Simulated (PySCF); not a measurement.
Ge(F)2(Br)(Me), SMILES [CH3][Ge]([F])([F])[Br] (CH₃BrF₂Ge), singlet at its PBE0/def2-SVP optimised geometry (Å):

```
8

C     -0.9996     0.5854     0.0000
Ge    -0.1851    -1.1505     0.0000
F     -0.7070    -2.0750    -1.3605
F     -0.7010    -2.0803     1.3592
Br     2.0913    -1.1505     0.0000
H     -0.6545     1.1505    -0.8763
H     -0.7189     1.1212     0.9167
H     -2.0913     0.4653    -0.0415
```

Computed with PBE0/def2-TZVP (PySCF). Cells within 0.4 Å of a nucleus heavier than hydrogen are left out (blank, or x).

Map of the electron localisation function on the plane z = 0.0 Å:

```
|000000000000000000000000000|
|000000000000000000000000000|
|000000000000000000000000000|
|000000000000000000000000000|
|000000000000000000000000000|
|000000000000000000000000000|
|000000000000000000000000000|
|000000000111100000000000000|
|000001222344310000000000000|
|000047764466531000000000000|
|000289998536631000122100000|
|000499999xxx541001455420000|
|0005999995xx651004677642000|
|000399999778863136888864100|
|000058875686212357767875200|
|000001212441551376131675200|
|000000000214xx3273xxx275200|
|000000000114xx32744x5375200|
|000000000011221477212775200|
|000000000001111357888875200|
|000000000000000136788763100|
|000000000000000014676641000|
|000000000000000001344310000|
|000000000000000000111000000|
|000000000000000000000000000|
|000000000000000000000000000|
|000000000000000000000000000|
```
Scale: ten equal steps from 0.000 (start of '0') to 0.999 (end of '9'), in the order '0123456789'; x runs from -4.50 to 4.50, y from -4.50 (bottom) to 4.50 (top).
